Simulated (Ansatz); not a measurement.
## Interaction energy ladder

The pair of H2 (SMILES [H][H], atoms 1–2) and H2 (SMILES [H][H], atoms 3–4), both closed shells, in one local arrangement (a lower one may exist), relaxed at PBE0-D4/def2-TZVP:

```xyz
4
angstrom
H -0.1685 -0.1094 -2.0039
H 0.0394 0.0292 -1.3008
H 0.3177 0.2945 1.7542
H -0.1887 -0.2144 1.5507
```

Computed with Ansatz 0.2.0 (basis: def2-TZVPPD, with def2-QZVPPD for the basis limit); correlated methods freeze the cores. B3LYP uses VWN-RPA correlation. Extrapolation: Hartree–Fock as exp(−7.88 √X), correlation as X^−2.97. Interaction energies count from these two fragments, frozen as in the pair, with the counterpoise correction; negative means bound.

Question: What is the interaction energy by CCSD(T) at an estimated basis limit (MP2 extrapolated from triple and quadruple zeta, plus CCSD(T) − MP2 in triple zeta)? (To be estimated.)

Answer: The calculation gives: -0.09 kcal/mol. Hartree–Fock alone gives 0.08 kcal/mol at the basis limit, so without correlation the pair would not bind at this distance. It counts from the two fragments frozen as in the pair.

The same quantity by other methods in triple zeta, and each one's difference from that estimate:
| method | E_int (kcal/mol) | difference |
| --- | --- | --- |
| PBE-D4 | -0.24 | -0.15 |
| revPBE-D4 | -0.16 | -0.07 |
| BLYP-D4 | 0.03 | 0.11 |
| r2SCAN-D4 | 0.11 | 0.20 |
| B97M-V | -0.11 | -0.02 |
| PBE0-D4 | -0.18 | -0.09 |
| B3LYP-D4 | -0.04 | 0.05 |
| HSE06-D4 | -0.19 | -0.10 |
| wB97X-V | -0.10 | -0.01 |
| wB97M-V | -0.06 | 0.03 |
| B2PLYP | 0.03 | 0.12 |
| HF | 0.09 | 0.18 |
| MP2 | -0.05 | 0.04 |
| CCSD | -0.05 | 0.04 |
| CCSD(T) | -0.06 | 0.02 |
Differences are method less estimate.

Question: Which atoms make the shortest contact between the fragments?

Answer: H2 and H4, 2.87 Å apart.

Basis-set superposition shift (counterpoise-corrected less uncorrected): CCSD(T) 0.02; MP2 0.02; HF 0.01; PBE0-D4 0.00; wB97M-V 0.01 kcal/mol.

The T1 diagnostic stays at or below 0.006.

For scale, one of the runs: CCSD(T)/def2-TZVPPD, 68 basis functions, launched by `ansatz run in.yaml --threads 2 --pin off --events-out ev --progress --plain --max-ram 5222MiB`. Hardware: 2 CPU threads of an Arm Neoverse V1, shared host. Wall time about 0.25 s.
